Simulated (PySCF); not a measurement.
# In (indium, neutral) across methods

[Kr] 4d10 5s1 5p2, high-spin 4P determinant (an excited configuration). Computed with PySCF 2.14 in aug-cc-pwCVDZ-PP with ECP28MDF (6s5p4d1f, 48 functions), with scalar relativity through the core potential. The B2PLYP total includes its PT2 part (frozen core); its orbital energies are those of the SCF part.

| method | E (hartree) | mean ε 4d β (eV) | mean ε 5s α (eV) | mean ε 5p α (eV) | Σ⟨r²⟩ (bohr²) | ⟨S²⟩ |
| --- | --- | --- | --- | --- | --- | --- |
| PBE | -189.9392 | -19.466 | -9.832 | -3.728 | 59.56 | 3.752 |
| LDA | -189.6088 | -19.635 | -10.079 | -3.813 | 59.45 | 3.751 |
| PBE0 | -189.9485 | -21.939 | -11.080 | -4.571 | 59.17 | 3.752 |
| UHF | -189.09856 | -28.528 | -14.206 | -6.749 | 59.99 | 3.754 |
| TPSS | -189.8626 | -19.452 | -9.857 | -3.742 | 59.31 | 3.752 |
| BLYP | -189.8909 | -19.382 | -9.628 | -3.480 | 59.92 | 3.751 |
| B2PLYP | -189.6678 | -24.391 | -12.157 | -5.223 | 59.55 | 3.752 |
| r2SCAN0 | -189.9923 | -22.273 | -11.434 | -4.753 | 58.65 | 3.753 |

(1) Estimate the same row for r2SCAN.

Energies and moments cover only the electrons outside the core potential.

## Answers

(1) E (hartree) = -190.0185; mean ε 4d β (eV) = -19.917; mean ε 5s α (eV) = -10.292; mean ε 5p α (eV) = -3.988; Σ⟨r²⟩ (bohr²) = 58.73; ⟨S²⟩ = 3.754.
